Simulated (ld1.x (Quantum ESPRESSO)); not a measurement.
## Sc, ultrasoft: configuration errors across variants

| Quantity | Value |
| --- | --- |
| Element | scandium |
| Generator | ld1.x (Quantum ESPRESSO) 7.5 |
| Type | ultrasoft |
| Functional | revPBE |
| Relativity | scalar-relativistic |
| Frozen core | [Ne] |
| Valence charge | 11 |
| Reference configuration | 3s2 3p6 3d1 4s1.75 4p0 (charge +0.25) |
| Partial waves | 3s (bound): rcut 1.85, rcutus 2.15 bohr; 4s (bound): rcut 1.85, rcutus 2.15 bohr; 3p (bound): rcut 1.70, rcutus 1.95 bohr; 4p (bound, empty): rcut 1.70, rcutus 1.95 bohr; 3d (bound): rcut 2.75, rcutus 2.95 bohr; 3d channel at 0.45 Ry: rcut 2.75, rcutus 2.95 bohr |
| Local potential | all-electron potential smoothed inside 1.70 bohr (lloc = -1) |
| Core correction | a·sin(br)/r model core, default radius (core density twice the valence density) |
| Augmentation charge | PSQ, radius 1.80 bohr |

All-electron excitation energies from the reference (eV): (1) 3s2 3p6 3d1 4s2 4p0 -1.200; (2) 3s2 3p6 3d1 4s1 4p0 5.634; (3) 3s2 3p6 3d1 4s0 4p0 18.274; (4) 3s2 3p6 3d0 4s2 4p1 2.219; (5) 3s2 3p6 3d1.5 4s1.5 4p0 -0.516.

The overlap operator is not positive definite (basis up to 400 Ry) in “base”, “waves 3d (bound): rcut 1.78, rcutus 1.88 bohr; 3d channel at 0.45 Ry: rcut 1.78, rcutus 1.88 bohr”, “waves 3d (bound): rcut 2.16, rcutus 2.28 bohr; 3d channel at 0.45 Ry: rcut 2.16, rcutus 2.28 bohr”, “waves 3d (bound): rcut 2.75, rcutus 3.10 bohr; 3d channel at 0.45 Ry: rcut 2.75, rcutus 3.10 bohr”, “waves 3d (bound): rcut 2.75, rcutus 3.64 bohr; 3d channel at 0.45 Ry: rcut 2.75, rcutus 3.64 bohr”, “waves 3d (bound): rcut 2.75, rcutus 3.98 bohr; 3d channel at 0.45 Ry: rcut 2.75, rcutus 3.98 bohr”, “waves 3d (bound): rcut 2.75, rcutus 4.50 bohr; 3d channel at 0.45 Ry: rcut 2.75, rcutus 4.50 bohr”. Such files are unfit for use, however small their errors in these radial tests.

Tests that are not counted but printed errors over 1 eV. “waves 3d (bound): rcut 1.78, rcutus 1.88 bohr; 3d channel at 0.45 Ry: rcut 1.78, rcutus 1.88 bohr”: 3s1 3p6 3d1 4s2 4p0 (solver errors, printed error -639 eV).

Errors AE − PS in meV (a dash: test not solved or not reliable):

| change | (1) | (2) | (3) | (4) | (5) | bound ghosts |
| --- | --- | --- | --- | --- | --- | --- |
| base | +0.1 | -0.2 | -2.5 | +14 | +5.9 | not determined (overlap not positive) |
| waves 3d (bound): rcut 1.78, rcutus 1.88 bohr; 3d channel at 0.45 Ry: rcut 1.78, rcutus 1.88 bohr | +0.1 | -0.8 | -7.6 | -59 | -1.5 | not determined (overlap not positive) |
| waves 3d (bound): rcut 2.16, rcutus 2.28 bohr; 3d channel at 0.45 Ry: rcut 2.16, rcutus 2.28 bohr | +0.1 | -0.9 | -7.6 | +21 | +4.1 | not determined (overlap not positive) |
| waves 3d (bound): rcut 2.75, rcutus 3.10 bohr; 3d channel at 0.45 Ry: rcut 2.75, rcutus 3.10 bohr | +0.1 | -1.0 | -9.3 | +11 | +1.9 | not determined (overlap not positive) |
| waves 3d (bound): rcut 2.75, rcutus 3.64 bohr; 3d channel at 0.45 Ry: rcut 2.75, rcutus 3.64 bohr | +0.1 | -0.9 | -9.2 | +2.3 | +1.0 | not determined (overlap not positive) |
| waves 3d (bound): rcut 2.75, rcutus 3.98 bohr; 3d channel at 0.45 Ry: rcut 2.75, rcutus 3.98 bohr | +0.1 | -1.0 | -9.5 | -1.3 | +0.6 | not determined (overlap not positive) |
| waves 3d (bound): rcut 2.75, rcutus 4.50 bohr; 3d channel at 0.45 Ry: rcut 2.75, rcutus 4.50 bohr | +0.1 | -0.9 | -8.6 | -3.8 | 0.0 | not determined (overlap not positive) |

(1) Give the same row for: waves 3d (bound): rcut 2.52, rcutus 2.68 bohr; 3d channel at 0.45 Ry: rcut 2.52, rcutus 2.68 bohr.

## Answers

(1) +0.1, -0.7, -5.9, +20, +4.3; bound ghosts: not determined (overlap not positive). Its overlap operator is not positive definite in a basis up to 400 Ry (lowest eigenvalue s -0.01, p -0.08), so the file is unfit for use: the generalised eigenproblem breaks down once the basis is large enough, and its test numbers describe a broken file.
